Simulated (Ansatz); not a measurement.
Input file for C2H7GaN2:

```yaml
crystal:
  periodic: [false, false, false]
  atoms:
    - {symbol: C, position_ang: [-0.941826, 0.583749, 1.415580]}
    - {symbol: N, position_ang: [-0.187285, 0.063239, 0.315459]}
    - {symbol: C, position_ang: [0.221066, 0.786518, -0.694272]}
    - {symbol: N, position_ang: [0.896456, 0.097980, -1.591066]}
    - {symbol: Ga, position_ang: [0.671908, -1.586326, -0.510525]}
    - {symbol: H, position_ang: [-1.913823, 0.087298, 1.495835]}
    - {symbol: H, position_ang: [-0.414062, 0.430372, 2.361855]}
    - {symbol: H, position_ang: [-1.120943, 1.658564, 1.299986]}
    - {symbol: H, position_ang: [0.014495, 1.858834, -0.772390]}
    - {symbol: H, position_ang: [1.256963, 0.555317, -2.408882]}
    - {symbol: H, position_ang: [1.979201, -2.018341, 0.237588]}
    - {symbol: H, position_ang: [-0.385149, -2.572302, -1.115168]}
basis:
  gaussian: {orbitals: def2-TZVPP}
correlation: {method: ccsd_t}
```

```sh
$ ansatz run in.yaml --threads 4 --pin off --events-out ev --progress --plain --max-ram 10444MiB
```

Log, shortened:

```
Functional definition: HF
1624 factors; integrals over basis functions are off by at most 1.2e-3 eV
mean field evaluation 1: about -57467.5710 eV, gradient 4.0e1 eV
mean field evaluation 2: about -57467.8061 eV, gradient 4.1e1 eV
mean field evaluation 4: about -57471.6211 eV, gradient 4.5e0 eV
mean field evaluation 8: about -57471.6832 eV, gradient 2.9e-1 eV
mean field -57471.68339337 eV, -2112.0454090003 hartree, gradient 1.4e-6 eV, S^2 0.000000; 0 other end points of the search recorded, 0 dependent functions left out
13 core orbitals not correlated: weight in the atoms' cores, before any rotation towards them, 1.000 or more for the frozen orbitals, at most 0.000 for the correlated occupied ones
reference -57471.68339337 eV, -2112.0454090003 hartree; 19, 19 occupied and 238, 238 virtual orbitals, 1624 factors
second order -26.72316254 eV of doubles, -0.00000000 eV of singles
cycle   1  -26.45609913 eV  change    2.7e-1 eV  update   1.3e-1
cycle   2  -27.28743240 eV  change   -8.3e-1 eV  update   4.0e-2
cycle   3  -27.45500428 eV  change   -1.7e-1 eV  update   2.1e-2
cycle   4  -27.43246184 eV  change    2.3e-2 eV  update   5.4e-3
cycle   5  -27.43252170 eV  change   -6.0e-5 eV  update   2.6e-3
cycle   6  -27.43302613 eV  change   -5.0e-4 eV  update   6.4e-4
cycle   7  -27.43262477 eV  change    4.0e-4 eV  update   2.6e-4
cycle   8  -27.43260265 eV  change    2.2e-5 eV  update   6.8e-5
cycle   9  -27.43262749 eV  change   -2.5e-5 eV  update   2.8e-5
perturbative correction -1.21453088 eV, -0.0446331867 hartree
Total energy: -57500.33055175 eV, -2113.0981726528 hartree
```

It took 5.9 min on 4 threads of an Arm Neoverse V1 on a shared host, with 7.3 GiB of host memory at the peak.

The correlation energy is -28.647 eV, 4.2 % of it from (T); the T1 diagnostic reads 0.0149.
